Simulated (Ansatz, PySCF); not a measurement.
Species: C$_{2}$H$_{2}$Cl$_{3}$, charge 0, multiplicity 2. It need not be the lowest isomer of its formula. 
Coordinates optimised at B3LYP-D3(BJ)/def2-TZVP (Ansatz, an electronic-structure program):
```
C
H 1 1.0837
C 1 1.4597 2 113.05
H 3 1.0787 1 121.88 2 -163.80
Cl 3 1.6994 4 117.22 1 164.12
Cl 1 1.7873 2 108.03 3 -122.14
Cl 1 1.8373 2 104.68 3 121.05
```
Charge 0, spin multiplicity 2.

Wanted: atomisation energy (electronic, to ground-state atoms), in kcal/mol. Valence correlation only, unless marked. UHF or UKS for open shells. No spin-orbit coupling. Non-relativistic. The coupled-cluster limit lacks core correlation, which all-electron functionals hold. Basis-set limits of correlation are two-point, X^-3; Hartree-Fock from the larger set. The bracket is a focal-point correction in the basis named.

| level | program | atomisation energy (kcal/mol) | minus last row |
|---|---|---|---|
| HF/6-31G | Ansatz | 316.3 | -223.0 |
| HF/def2-TZVPD | PySCF | 373.4 | -165.9 |
| TPSSh/def2-TZVPD | PySCF | 541.1 | 1.8 |
| r2SCAN0/def2-TZVPD | Ansatz | 537.7 | -1.6 |
| LC-wPBE-D4/def2-TZVPD | Ansatz + dftd4 | 545.1 | 5.8 |
| MP2/STO-3G | Ansatz | 494.9 | -44.4 |
| RI-MP2/CBS(cc-pV(T+d)Z,cc-pV(Q+d)Z)+[CCSD(T)-MP2]/cc-pV(T+d)Z | Ansatz | 539.3 | 0.0 |
